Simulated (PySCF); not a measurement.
## Basis and Hamiltonian dependence of the excitation energy of Ne²⁺

Ne²⁺ [He] 2s2 2p4 (3P) → Ne²⁺ [He] 2s1 2p5, s spin flipped. All values are computed (PySCF 2.14, energy differences of UHF-based or UKS calculations, no spin-orbit coupling). Values in eV.

```csv
basis,Hamiltonian,functions,UHF,PBE,PBE0,MP2 (valence)
aug-cc-pVDZ-DK,spin-free X2C,23,33.040,26.133,27.822,30.970
x2c-TZVPPall,spin-free X2C,31,32.813,25.927,27.608,30.559
dyall-av2z,non-relativistic,42,32.668,25.780,27.459,30.514
aug-cc-pCVTZ-DK,spin-free X2C,59,32.885,25.990,27.671,30.600
aug-cc-pwCVQZ,non-relativistic,109,32.677,25.787,27.467,30.332
```

Frozen in the all-electron rows: valence: 1s2.

At MP2 (valence), aug-cc-pVDZ-DK lies more than 0.3 eV from the median of the rows with comparable relativity.

In the upper determinant the s electron has its spin opposite to the other open shell, which mixes two multiplicities.
